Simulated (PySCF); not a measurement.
Below is a simulated gas-phase C 1s photoelectron spectrum of 2-chloro-6-fluoropyridine, `FC1=NC(Cl)=CC=C1`.

Every computed line was given a Gaussian of 0.6 eV full width at half maximum and an area set by the number of equivalent atoms; the highest printed point is 100. The calculation used PySCF 2.14.0, delta-SCF UKS SCAN, pcX-2 on the ionised atom, pcseg-1 elsewhere, spin-free X2C.

binding energy (eV), intensity and a bar:
```
    290.3          0 
    290.4          2 
    290.5          5 #
    290.6         11 ###
    290.7         23 #######
    290.8         41 ############
    290.9         63 ###################
    291.0         84 #########################
    291.1         97 #############################
    291.2        100 ##############################
    291.3         94 ############################
    291.4         84 #########################
    291.5         73 ######################
    291.6         62 ##################
    291.7         50 ###############
    291.8         37 ###########
    291.9         24 #######
    292.0         14 ####
    292.1          7 ##
    292.2          3 #
    292.3          1 
    292.4          1 
    292.5          1 
    292.6          2 
    292.7          4 #
    292.8          9 ###
    292.9         17 #####
    293.0         27 ########
    293.1         38 ###########
    293.2         45 #############
    293.3         45 ##############
    293.4         40 ############
    293.5         31 #########
    293.6         23 #######
    293.7         20 ######
    293.8         23 #######
    293.9         31 #########
    294.0         40 ############
    294.1         45 ##############
    294.2         45 #############
    294.3         38 ###########
    294.4         27 ########
    294.5         17 #####
    294.6          9 ###
    294.7          4 #
    294.8          2 
    294.9          1 
    295.0          0
```

**Question.** Count the maxima, the lines and the sites behind this envelope.

**Answer.** The curve has 3 maxima (at 291.2, 293.3 and 294.1 eV). Under it lie 5 lines from 5 inequivalent carbon sites. At this width some lines have no maximum of their own.

**Question.** Decompose the envelope and assign each component. Numbering: `[F:1][c:2]1[cH:3][cH:4][cH:5][c:6]([Cl:7])[n:8]1`.

**Answer.** 
```csv
position (eV),relative area,line,atoms,environment
291.11,1,C 1s,C5,aromatic CH carbon
291.14,1,C 1s,C3,aromatic CH carbon
291.61,1,C 1s,C4,aromatic CH carbon
293.26,1,C 1s,C6,aromatic C–Cl carbon
294.14,1,C 1s,C2,aromatic C–F carbon
```

The listed C 1s values span 3.03 eV, from C5 (bonded to 2 C (aromatic in the SMILES) and H) to C2 (bonded to F, N (aromatic in the SMILES) and C (aromatic in the SMILES)). The widest gap between neighbouring values is 1.65 eV, between 291.61 and 293.26 eV. The values 291.11 and 291.14 eV lie too close for their order to be trusted.

The curve has no shake-up lines and no vibrational structure. Isolated species at its PBE0-D3(BJ)/def2-SVP geometry, gas phase.
